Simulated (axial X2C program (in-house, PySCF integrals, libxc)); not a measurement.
# Potential curves of NaRh, with spin–orbit coupling

All values were computed with an in-house relativistic program for diatomic molecules. Two-component (2c) means X2C with spin–orbit coupling and atomic mean-field two-electron Coulomb and Gaunt terms. Basis: Rh dyall-cv3z [12s12p8d5f3g], Na dyall-cv3z [9s8p5d2f] (cores contracted in-house); Gaussian nuclei, density fitting, unrestricted open shells. Masses: Rh 102.906 u, Na 22.990 u.

State: Ω = 3 (⟨Sz⟩ = 0.98, ⟨Lz⟩ = 2.02 at HF). Energies in cm⁻¹ from the lowest point of each curve. Fits are polynomials in 1 − R0/R over 0.85 to 1.23 times the lowest point R0.

| R (Å) | HF | CCSD(T) | CCSD | PW91 |
| --- | --- | --- | --- | --- |
| 2.3829 | 3962 |  |  | 1659 |
| 2.4925 | 2441 | 657 | 770 | 598 |
| 2.5747 | 1621 | 224 | 304 | 181 |
| 2.6568 | 1018 | 16 | 57 | 0 |
| 2.7390 | 588 | 0 | 0 | 15 |
| 2.8349 | 262 | 184 | 134 | 210 |
| 2.9307 | 80 | 537 | 433 | 548 |
| 3.0540 | 0 | 1171 | 996 | 1139 |
| 3.2046 | 59 |  |  | 1995 |
| 3.4238 | 305 |  |  | 3369 |
| 3.7250 | 727 |  |  | 5253 |
| 4.1085 | 1184 |  |  | 7354 |

Correlated methods: 18 electrons correlated (number of frozen shells: Rh 4 s, 3 p, 1 d; Na 1 s), 302 virtual spin orbitals or spinors in MP2, 140 natural virtuals in coupled cluster.

The state is one determinant whose occupation by symmetry is held fixed; it was picked as the lowest of a PBE0 search that is not exhaustive. Density functionals use the spin component along the axis (collinear). CCSD and (T) use frozen natural virtuals with an MP2 correction for the truncation; (T) itself is uncorrected, so its De runs slightly low. Other states lie close and PBE0, whose exact exchange favours high spin, may order them wrongly; the determinant shown need not be the ground state. The nearest other 2c determinant of the search, Ω = 4, lies 0.19 eV up at the distance of the search. Without a current term, density functionals place determinants with orbital angular momentum somewhat too high. With several unpaired electrons one determinant need not be a pure state. The determinant is spin-polarised beyond a pure state at some levels (its spin-free form has ⟨S²⟩ too high), which makes Re and μ there less reliable. The T1 diagnostic is large, a sign of multireference character. Coupled cluster ran on the points near the minimum only. MP2 and coupled cluster on one determinant become unreliable at the stretched end.

Question: What are Re and ωe at the HF level?

Answer: At HF, 2c: Re = 3.067 Å, ωe ≈ 115 cm⁻¹; Be follows as 0.0954 cm⁻¹.

Question: Fit the CCSD(T) curve near its minimum: give the equilibrium distance and the harmonic wavenumber.

Answer: At CCSD(T), 2c: Re = 2.704 Å, ωe ≈ 215 cm⁻¹; Be follows as 0.123 cm⁻¹.

Question: Fit the CCSD curve near its minimum: give the equilibrium distance and the harmonic wavenumber.

Answer: At CCSD, 2c: Re = 2.724 Å, ωe ≈ 209 cm⁻¹; Be follows as 0.121 cm⁻¹.

Question: Fit the PW91 curve near its minimum: give the equilibrium distance and the harmonic wavenumber.

Answer: At PW91, 2c: Re = 2.691 Å, ωe ≈ 211 cm⁻¹; Be follows as 0.124 cm⁻¹.
